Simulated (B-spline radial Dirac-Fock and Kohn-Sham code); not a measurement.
# Run log: Rh²⁺

ΔSCF core binding energies without Breit or QED terms, calculated with an atomic code on a B-spline grid. Keys: rel is the Hamiltonian (dirac, or spin-free x2c and nr, where L3 and M5 stand for the whole 2p and 3d shells), method is hf or an exchange,correlation pair (spin-unpolarised, also for the hole states), nuc the nuclear model, radius_factor scales its radius, rmax is the box in bohr, h the logarithmic mesh step, order the B-spline order, points the quadrature points per cell, c_factor scales the speed of light, and damp, ndamp, maxit and tol steer the iteration. The run stops when the commutator error falls below 10·tol·max(1, Z/10), or the numerical noise floor, and the energy has settled to about 1e-8 Ha; the virial ratio is −V/T.

Input (task.json):

```json
{"items": [{"Z": 45, "q": 2, "cfg": [[1, 0, 2], [2, 0, 2], [2, 1, 6], [3, 0, 2], [3, 1, 6], [3, 2, 10], [4, 0, 2], [4, 1, 6], [4, 2, 7]], "A": 103, "rrms": 4.4945, "do": "settings", "holes": ["K", "L3", "M5"],
  "settings": [{"rel": "dirac", "method": "hf", "nuc": "fermi", "radius_factor": 1.0, "rmax": 60.0, "h": 0.3, "order": 8, "points": 10, "c_factor": 1.0, "maxit": 60, "damp": 0.5, "ndamp": 3, "tol": 1e-08}]}]}
```

Command: `python xray2_run.py task.json out`

Ground-state iterations:

```
iter   energy (Ha)        error
   1    -4773.59221235  1.59e+00
   2    -4778.96276273  3.98e-01
   3    -4781.57311276  9.89e-02
   4    -4781.76902863  2.51e-02
   5    -4781.77939592  1.54e-02
   6    -4781.78282237  2.08e-03
   7    -4781.78283873  2.00e-04
   8    -4781.78283897  3.79e-05
   9    -4781.78283898  3.26e-06
  10    -4781.78283898  2.17e-07
```

The ground state converged in 10 iterations, with total energy -4781.78284 Ha, virial ratio 1.95903 and highest orbital energy -32.00 eV. ΔSCF binding energies: K (1s) 23319.8 eV, L3 (2p3/2) 3042.1 eV, M5 (3d5/2) 339.4 eV.
